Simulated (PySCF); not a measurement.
**Excitation energy of Xe²⁺ by level of theory**

Xe²⁺ [Kr] 4d10 5s2 5p4 (3P) → Xe²⁺ [Kr] 4d10 5s2 5p3 6s1 (5S), as a difference of total energies. Calculation: PySCF 2.14, in x2c-TZVPPall with one added diffuse shell each of s, p, d, f type (9s7p5d3f, 76 functions); the spin-free X2C one-electron Hamiltonian (Gaussian nucleus). Correlated levels: valence: [Kr] 4d10 frozen; valence and next inner shell: [Ar] 3d10 frozen. The calculations carry no spin-orbit coupling.

```
                                method  excitation energy (eV)
                                   UHF                  13.986
                                   LDA                  14.456
                                   PBE                  14.288
                                  PBE0                  14.460
                                r2SCAN                  14.772
                                 B97-3                  14.667
                                 B3LYP                  14.578
                                M06-2X                  14.351
                                  MN15                  14.571
                         MP2 (valence)                  14.116
                     SCS-MP2 (valence)                  14.316
    MP2 (valence and next inner shell)                  14.131
SCS-MP2 (valence and next inner shell)                  14.304
```

Task: How much does correlation contribute at MP2 (valence and next inner shell)?

Result: 14.131 − (13.986) = 0.145 eV, measured against UHF.

A first-order spin-orbit estimate (lowest level to lowest level, LS coupling) adds 0.442 eV.

The promoted electron is Rydberg-like, and one or two diffuse shells describe it only roughly, which tends to raise the upper state.
